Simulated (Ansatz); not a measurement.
Cost and result up the ladder for the cluster Sn4O5 (the lowest singlet isomer of a short search) (9 atoms). Total charge 0; singlet. Geometry: PBE-D4/def2-SVP.

| atom | x (Å) | y (Å) | z (Å) |
| --- | --- | --- | --- |
| Sn1 | 1.9184 | 0.3854 | 0.7956 |
| Sn2 | 0.1926 | 1.3350 | -1.8236 |
| Sn3 | -0.4073 | -1.7918 | -1.0424 |
| Sn4 | -1.4825 | 0.7273 | 1.0156 |
| O5 | 0.3349 | 1.7751 | 0.2702 |
| O6 | 1.2985 | -0.4836 | -1.0700 |
| O7 | -0.6818 | -1.4777 | 1.1178 |
| O8 | 0.2584 | -0.5909 | 1.8616 |
| O9 | -1.4313 | 0.1214 | -1.1249 |

Ansatz on 4 threads of AMD EPYC 7B13 on a shared host. Times are rough, and most runs start from the orbitals of an earlier one. PBE0-D4/def2-TZVP serves as the yardstick here, not as an exact answer. Differences are given only for rows in sets of like size (and for xTB, whose basis is part of the method), since another set adds its own error. Binding counts from free atoms at the same level (Sn triplet, O triplet; other spins of the atoms weren't run), without zero-point energy or a counterpoise term.

In the def2 sets Sn takes a core potential, while STO-3G treats all electrons; there is no spin–orbit coupling. HSE06 is defined as in plane-wave codes, on full-range PBE exchange. Correlated methods freeze 21 core orbitals; core or outer-core shells of Sn are correlated, in sets that lack core-valence functions. The rows differ in basis, and correlated rows in double-zeta sets carry the largest basis error. The structure holds one bond between oxygen atoms, so isomers without such links may lie far lower. The structure comes from a short search, and lower isomers may exist.

Correlated methods converge slowly with the basis, most of all in double-zeta sets.

```tsv
level	functions	binding energy per atom (eV)	difference from PBE0-D4/def2-TZVP (eV)
PBE0-D4/def2-SVP	174	3.71	–
HSE06-D4/def2-TZVP	355	3.71	0.00
RPA@PBE/def2-SVP	174	3.17	–
PBE-D4/def2-SVP	174	4.06	–
PBE-D4/def2-TZVPD	424	4.05	0.33
B2PLYP/def2-TZVP	355	3.75	0.03
HF/STO-3G	133	2.32	–
PBE-D4/def2-TZVP (with forces)	355	4.05	0.34
MP2/def2-SVP	174	3.62	–
r2SCAN-D4/def2-TZVP	355	3.85	0.14
PBE0-D4/def2-TZVP	355	3.71	0.00
```

Q: Estimate how long each takes.

A: PBE-D4/def2-SVP 2.3 s; PBE0-D4/def2-SVP 4.6 s; HF/STO-3G 4.8 s; MP2/def2-SVP 5.5 s; PBE-D4/def2-TZVP (with forces) 7.5 s; RPA@PBE/def2-SVP 7.5 s; PBE-D4/def2-TZVPD 10 s; r2SCAN-D4/def2-TZVP 12 s; PBE0-D4/def2-TZVP 15 s; HSE06-D4/def2-TZVP 15 s; B2PLYP/def2-TZVP 26 s. On shared hardware such times vary by a factor of up to 3.
